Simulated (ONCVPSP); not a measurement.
# thulium (Tm): variants of one ONCV potential

Base potential:

* Element: thulium (Tm)
* Generator: ONCVPSP 4.0.1
* Type: optimised norm-conserving Vanderbilt (ONCV)
* Functional: PBE
* Relativity: scalar-relativistic
* Frozen core: [Kr] 4d10 4f12
* Valence charge: 11
* Reference configuration: 5s2 5p6 5d1 6s1.5 (charge +0.5)
* Partial waves: 5s+6s: rc 1.95 bohr, ncon 4, nbas 7, qcut 7.3 1/bohr, 2 projectors; 5p: rc 2.35 bohr, ncon 4, nbas 8, qcut 4.9 1/bohr, 2 projectors, debl 3.9 Ha; 5d: rc 2.25 bohr, ncon 4, nbas 7, qcut 4.6 1/bohr, 1 projector
* Local potential: polynomial inside 1.25 bohr (lpopt 5, dvloc0 6 Ha)
* Core correction: none

All-electron outer shells of the reference configuration (PBE, scalar-relativistic, ld1.x):

| shell | level (eV) | outermost node (bohr) | outermost maximum (bohr) |
| --- | --- | --- | --- |
| 5s | -60.80 | 0.59 | 1.08 |
| 5p | -33.52 | 0.63 | 1.24 |
| 4f | -12.70 | – | 0.49 |
| 6s | -7.12 | 1.46 | 3.09 |
| 5d | -4.86 | 0.71 | 1.85 |

Cutoffs, loose and tight: the cutoffs (Ha) at which the residual kinetic energy of the hardest occupied pseudo-wave falls to 1 and 0.1 mHa per electron. They do not see the model core or the augmentation charge, which bear on the density cutoff. Test errors are all-electron minus pseudo excitation energies from the reference, over the configurations 5s2 5p6 5d1 6s2; 5s2 5p6 5d1 6s1; 5s2 5p6 5d1 6s0; 5s2 5p6 5d1 6s0 6p2. A dash means not determined; rows that change the core or the reference have their own tests.

A true bound ghost makes a file unfit for plane-wave use even where its test errors are small: the radial tests pick states by their node count and pass the ghost by.

| change | outcome | cutoff, loose | cutoff, tight | bound ghosts | GHOST(+) flags above zero | largest test error (meV) |
| --- | --- | --- | --- | --- | --- | --- |
| base | generated | 16 Ha | 20 Ha | none | s | +22 |
| p: rc 1.58 | generated | 44 Ha | 81 Ha | none | s | +22 |
| p: rc 2.04 | generated | 16 Ha | 20 Ha | none | s | +22 |
| p: rc 2.3 | generated | 16 Ha | 20 Ha | none | s | +22 |
| p: rc 2.52 | generated | 16 Ha | 20 Ha | none | s | +22 |
| p: rc 2.76 | generated, projector energies reset by the program | 16 Ha | 20 Ha | none | s | +20 |
| p: rc 3 | generated, projector energies reset by the program | 16 Ha | 20 Ha | p | s | +17 |
| p: rc 3.36 | generated, projector energies reset by the program | 16 Ha | 20 Ha | none | s | +5.8 |

(1) What comes out with this change to the base: p: rc 1.88?

(2) What comes out with this change to the base: p: rc 3.14?

Answers

(1) outcome: generated; cutoff, loose: 16 Ha; cutoff, tight: 23 Ha; bound ghosts: none; GHOST(+) flags above zero: s; largest test error (meV): +22.

(2) outcome: generated, projector energies reset by the program; cutoff, loose: 16 Ha; cutoff, tight: 20 Ha; bound ghosts: none; GHOST(+) flags above zero: s; largest test error (meV): +13.

Reading the sweep of the p radius (base included, trends over the rows without a ghost): The loose cutoff falls from 44 Ha at 1.58 to 16 Ha at 3.36 bohr. A larger radius leaves more room for a smooth pseudo-wave, so fewer plane waves are needed; a smaller one forces it to follow the all-electron wave where it bends sharply. The median size of the test errors (rows with all tests solved) is not monotonic: lowest 3.2 meV at 3.36 bohr, highest 11.1 meV at 2.52 bohr. Bound ghosts are found at 3 bohr.
